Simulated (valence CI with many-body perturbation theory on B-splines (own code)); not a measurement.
## Tb³²⁺ in three bases

Computed by configuration interaction combined with many-body perturbation theory (CI+MBPT): five valence electrons over a frozen Dirac-Fock core [Ar] 3d10, radial functions for each j: 9 s, 9 p, 8 d, 6 f, 3 g, 1 h, with the one-electron correlation potential Σ1, the two-electron term Σ2, the three-electron term Σ3, Breit, model QED; selected CI, second order for the rest, scaled by the run's own slope (own B-spline code, finite nucleus).

The last digits are not significant, and no measured levels were compared; by estimate large intervals hold to a few tenths of a per cent, small ones and those within an open d or f shell to about a per cent. Among the levels kept, up to 770 cm⁻¹ of a level comes from second order outside the variational space, and about a tenth of that is noise between levels of different J, which matters for small intervals.

The reference run has the lowest level (4s^2 4p1/2^2 4p3/2) J=3/2 and an ionisation energy of 1302.78 eV. Its largest variational space holds 19999 state functions.

Levels are named by their leading jj configuration (3d3/2^4 stands for four electrons in 3d with j = 3/2), which in mixed levels can hold well under half, so a name can repeat and another be missing. Letters in brackets count levels of one name in rising energy.

Changed runs:
A. basis 6 s, 6 p, 5 d, 3 f, 1 g
B. basis 5 s, 5 p, 4 d, 2 f

Excitation energies of the reference run in cm⁻¹, and shifts in cm⁻¹:

| Level | Reference | A | B |
| --- | --- | --- | --- |
| (4s^2 4p1/2 4p3/2^2) J=3/2 | 339762 | -123 | -468 |
| (4s^2 4p1/2 4p3/2^2) J=5/2 | 375788 | +16 | +117 |
| (4s^2 4p1/2 4p3/2^2) J=1/2 | 421122 | +78 | +388 |
| (4s^2 4p3/2^3) J=3/2 | 766767 | -27 | -8.8 |
| (4s 4p1/2^2 4p3/2^2) J=5/2 | 936329 | -165 | -655 |
| (4s^2 4p1/2^2 4d3/2) J=3/2 | 970469 | +47 | +355 |
| (4s 4p1/2^2 4p3/2^2) J=1/2 | 1046530 | +8.9 | +79 |
| (4s 4p1/2^2 4p3/2^2) J=3/2 | 1075190 | +102 | +517 |
| (4s^2 4p1/2^2 4d5/2) J=5/2 | 1117950 | +211 | +1018 |
| (4s 4p1/2 4p3/2^3) J=3/2 [a] | 1292510 | -203 | -735 |
| (4s^2 4p1/2 4p3/2 4d3/2) J=5/2 [a] | 1316820 | -30 | +32 |
| (4s^2 4p1/2 4p3/2 4d3/2) J=1/2 [a] | 1319510 | -73 | -135 |
| Ionisation energy (eV) | 1302.78 | -0.048 | -0.19 |
